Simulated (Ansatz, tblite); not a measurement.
Forces on Pt4Au⁺ at its r2SCAN-D4/def2-SVP geometry. Charge 1, multiplicity 1.

In the def2 sets Au, Pt take a core potential; there is no spin–orbit coupling. The xTB rows come from tblite. The restricted singlet is unstable towards broken spin symmetry in Hartree–Fock (as tested in another run); at PBE-D4/def2-TZVP this wasn't settled. At PBE-D4/def2-TZVP an occupied level lies above an empty one. Another isomer (singlet) lies 0.35 eV lower at PBE0-D4/def2-TZVP; other spin states weren't run for this one.

GFN1-xTB (tblite), largest force 3.00 eV/Å:

```xyz
5
positions Å, forces eV/Å
Pt   -0.824    1.645   -1.368   -1.000   -1.861    1.716
Pt   -0.077   -0.243   -0.047    1.143    0.924    0.167
Pt    1.869   -1.705   -0.326   -1.625    1.865    1.705
Pt    1.651   -0.323    1.696   -0.951   -1.102   -2.534
Au   -2.620    0.626    0.045    2.433    0.173   -1.055
```

GFN2-xTB (tblite), largest force 0.69 eV/Å:

```
Pt -0.072 0.484 -0.481
Pt 0.017 -0.099 0.064
Pt 0.023 -0.162 -0.071
Pt 0.210 -0.055 0.342
Au -0.178 -0.169 0.146
```

PBE-D4/def2-TZVP (Ansatz), largest force 0.22 eV/Å:

```
Pt 0.054 0.073 -0.108
Pt -0.060 0.135 -0.044
Pt 0.055 -0.170 -0.127
Pt 0.007 0.061 0.187
Au -0.055 -0.100 0.092
```
